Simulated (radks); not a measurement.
Te, configuration [Kr] 4d10 5p6 (not the ground configuration). Method: Dirac Kohn-Sham, PBEsol, spin-unpolarised, spherical densities, finite nucleus; Fermi nuclear charge, rms radius 4.7423 fm; computed with a radial shooting solver on a logarithmic mesh with Libxc functionals.

Unscreened Slater integrals over Kohn-Sham orbitals (eV). Large and small components are both included.

integral           value
F0(5p3/2,5p3/2)   9.4424
F2(5p3/2,5p3/2)   4.9952
F0(5p3/2,5p1/2)   9.6560
G2(5p3/2,5p1/2)   5.0888
F0(5p3/2,4d5/2)   12.020
F2(5p3/2,4d5/2)   3.0730
G1(5p3/2,4d5/2)  0.94944
G3(5p3/2,4d5/2)  0.86458
F0(5p3/2,4d3/2)   12.035
F2(5p3/2,4d3/2)   3.0333
G1(5p3/2,4d3/2)  0.91485
G3(5p3/2,4d3/2)  0.83982
F0(5p1/2,5p1/2)   9.8877
F0(5p1/2,4d5/2)   12.527
G3(5p1/2,4d5/2)  0.99882
F0(5p1/2,4d3/2)   12.543
G1(5p1/2,4d3/2)   1.0801
F0(4d5/2,4d5/2)   25.261
F2(4d5/2,4d5/2)   12.744
F4(4d5/2,4d5/2)   8.4331
F0(4d5/2,4d3/2)   25.417
F2(4d5/2,4d3/2)   12.820
G2(4d5/2,4d3/2)   12.808
G4(4d5/2,4d3/2)   8.4771
F0(4d3/2,4d3/2)   25.575
F2(4d3/2,4d3/2)   12.900
